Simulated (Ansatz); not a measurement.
`FB(F)OCC(F)(F)F`, charge 0, multiplicity 1.

(1) Give a relaxed structure at PBE0-D4/def2-TZVP (the Gaussian-basis code of Ansatz). (An estimate is asked.)

Results:

(1) Computed: 
Z-matrix (Å, degrees):
```
C
O 1 1.402
C 1 1.515 2 110.0
H 1 1.092 2 112.5 3 -120.3
H 1 1.091 2 108.8 3 118.2
B 2 1.348 1 121.9 3 101.6
F 3 1.332 1 112.1 2 60.6
F 3 1.337 1 109.5 2 -179.5
F 3 1.337 1 111.3 2 -60.1
F 6 1.324 2 122.3 1 3.9
F 6 1.315 2 118.8 1 -177.4
```
This is one stationary point; other conformers may exist.
